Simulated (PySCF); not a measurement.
## Electron correlation in Co²⁺ (cobalt, charge +2)

[Ar] 3d6 4p1, one real determinant (an excited configuration). All numbers are calculated (PySCF 2.14, the non-relativistic Hamiltonian (point nucleus), in def2-QZVPPD (11s6p5d4f2g, 100 functions)). Frozen: [Ar]; 7 electrons correlated.

| level | correlation energy (mhartree) |
| --- | --- |
| CCSD | -139.62 |
| (T) | -2.69 |
| CCSD(T) | -142.31 |

Diagnostics: T1 = 0.0065, D1 = 0.0189, largest double amplitude 0.076.

The real determinant used has ⟨L²⟩ near 8 against 12 for a pure F term, so it mixes terms.

Cost of the coupled-cluster step: of the order of 23 core-seconds, for 7 correlated electrons.

The reference is one real determinant that mixes LS terms of this configuration.
